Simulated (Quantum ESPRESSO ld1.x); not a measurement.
Ni V, 24 electrons, occupied as [Ar] 3d6. Method: Dirac Kohn-Sham, LDA (Slater exchange, Perdew-Zunger correlation), spin-unpolarised, spherical densities, point nucleus; open shells fill j = l - 1/2 first; computed with ld1.x of Quantum ESPRESSO 7.5.

Normalised radial functions P(r) = r R(r) (large component), r in bohr:

```
   r/bohr * 2p1/2, o 4p1/2 (the largest magnitude, 2.09, reaches the edge; | marks zero, & curves that meet)
 0.003454                             &
 0.005112                             &
 0.007565                             o*
  0.01129                             o*
   0.0167                             o *
  0.02472                             |o  *
  0.03658                             |o     *
  0.05414                             | o         *
  0.08077                             |  o               *
   0.1195                             |  o                     *
   0.1769                             |  o                       *
   0.2618                             o                     *
   0.3874                         o   |           *
   0.5734                        o    |  *
   0.8554                            o*
    1.266                             *     o
    1.873                             *         o
    2.773                             *      o
    4.103                             * o
    6.121                             &
```

2p1/2: eigenvalue -920.41 eV, 0 radial nodes, <r> = 0.213 bohr, 90 % of the charge inside 0.350 bohr. 4p1/2 (empty): eigenvalue -37.493 eV, 2 radial nodes at r = 0.261, 0.926 bohr, <r> = 2.16 bohr, 90 % of the charge inside 3.15 bohr.
